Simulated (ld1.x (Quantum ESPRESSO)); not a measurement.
Results of a calculation; reference values are marked as such.
**Hardness and transferability of assorted potentials**

Generated with ld1.x 7.5 (TM, RRKJ, ultrasoft, PAW), atompaw 4.2 or ONCVPSP 4.0.1. The cutoff is in Ry: for ld1.x and atompaw files where the sum of valence levels is converged to 10 mRy in a Bessel basis, for ONCV files where the hardest occupied wave has 1 mHa per electron of residual kinetic energy. The error is the largest all-electron minus pseudo excitation energy over each file’s own four to seven test configurations (ionisations up to +4, promotions, holes and added fractions of an electron), all of which were solved. The labels leave out finer settings (local radius, basis sizes, second energies), which also bear on the numbers. Spin-polarised tests are not counted. The rows are a selection from randomly drawn settings: files with unsolved tests, undetermined cutoffs or missed reference levels are left out.

A true bound ghost makes a file unfit for plane-wave use even where its test errors are small: the radial tests pick states by their node count and pass the ghost by.

| element | potential | cutoff (Ry) | largest error (meV) | bound ghosts |
| --- | --- | --- | --- | --- |
| C | TM, PBE, scalar-relativistic, rc 1.00/1.85 (sp), local s, core correction yes, reference 2s1.5 2p2.5 | 35 | +524 | none |
| Ne | TM, LDA (PZ), non-relativistic, rc 0.75/0.90/0.75 (spd), local smoothed, core correction no, reference 2s2 2p5.5 | 200 | +473 | none |
| As | TM, PBEsol, fully relativistic, rc 1.25/2.15/2.20 (spd), local s, core correction yes, reference 4s2 4p3 | 50 | -82 | p3/2, p1/2 |

(1) Fill in the row for V: RRKJ, PBEsol, scalar-relativistic, rc 2.15/2.70/1.75/2.45 (spdf), local s, core correction no, reference 3d4 4s1 4p0.

(2) Fill in the row for Hf: TM, PBEsol, scalar-relativistic, rc 2.25/4.05/2.90 (spd), local p, core correction yes, reference 5d2 6s1 6p1.

(3) Fill in the row for As: RRKJ, PBEsol, scalar-relativistic, rc 1.15/1.80 (sp), local s, core correction yes, reference 4s2 4p2.

Results:

(1) cutoff 50 Ry, largest error -143 meV, bound ghosts: none.

(2) cutoff 18 Ry, largest error -69 meV, bound ghosts: none.

(3) cutoff 70 Ry, largest error -225 meV, bound ghosts: p.
